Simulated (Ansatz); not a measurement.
A further run on the cluster Mg2Al4O8 (the lowest singlet isomer of a short search).

```yaml
crystal:
  periodic: [false, false, false]
  atoms:
    - {symbol: Mg, position_ang: [-1.846615, -0.906775, -0.394574]}
    - {symbol: Mg, position_ang: [-0.758474, 1.858343, -0.110058]}
    - {symbol: Al, position_ang: [-0.341323, -1.066523, -2.451441]}
    - {symbol: Al, position_ang: [1.165370, -0.750485, -0.467522]}
    - {symbol: Al, position_ang: [1.553114, 1.388239, 1.435068]}
    - {symbol: Al, position_ang: [-0.525337, -0.214915, 1.877506]}
    - {symbol: O, position_ang: [0.691821, 0.594966, 2.775767]}
    - {symbol: O, position_ang: [2.321277, 0.212184, 0.408254]}
    - {symbol: O, position_ang: [1.227476, -1.657748, -2.001257]}
    - {symbol: O, position_ang: [-1.941085, -1.608379, -2.211293]}
    - {symbol: O, position_ang: [0.702046, 2.703445, 0.745464]}
    - {symbol: O, position_ang: [-0.256694, 0.376945, -1.316157]}
    - {symbol: O, position_ang: [-1.871501, 0.539116, 1.011509]}
    - {symbol: O, position_ang: [-0.120064, -1.468414, 0.698725]}
basis:
  gaussian: {orbitals: def2-SVPD}
magnetization: {spin_polarized: false, initial_magnetization: 2}
hamiltonian: {xc: {name: B3LYP}, dispersion: d3bj}
```

```sh
$ ansatz run in.yaml --threads 6 --pin off --events-out ev --progress --plain --max-ram 7833MiB
```

Output, abridged:

```
Functional definition: B3LYP
2848 factors; their error is unknown
mean field evaluation 1: about -53600.2148 eV, gradient 1.6e2 eV
mean field evaluation 2: about -52916.8541 eV, gradient 4.4e2 eV
mean field evaluation 4: about -53615.4991 eV, gradient 1.1e2 eV
mean field evaluation 8: about -53646.2205 eV, gradient 3.1e1 eV
mean field evaluation 16: about -53600.2169 eV, gradient 1.6e2 eV
mean field evaluation 32: about -53649.8806 eV, gradient 2.7e-4 eV
mean field evaluation 64: about -53649.8306 eV, gradient 4.3e0 eV
mean field evaluation 96: about -53552.7411 eV, gradient 1.8e2 eV
mean field -53649.88058468 eV, -1971.5967462919 hartree, gradient 3.9e-6 eV, S^2 2.000000; 10 other end points of the search recorded, 0 dependent functions left out
reference -53649.88093047 eV, -1971.5967589992 hartree; 71, 69 occupied and 251, 253 virtual orbitals, 2848 factors
Total energy: -53651.33257262 eV, -1971.6501058644 hartree
```

Hardware: 6 threads of Intel Xeon on a shared host. Wall time 7.9 min, peak host memory 2.5 GiB.

B3LYP takes the VWN-RPA correlation.

With spin_polarized false and unpaired electrons the run is restricted open-shell.
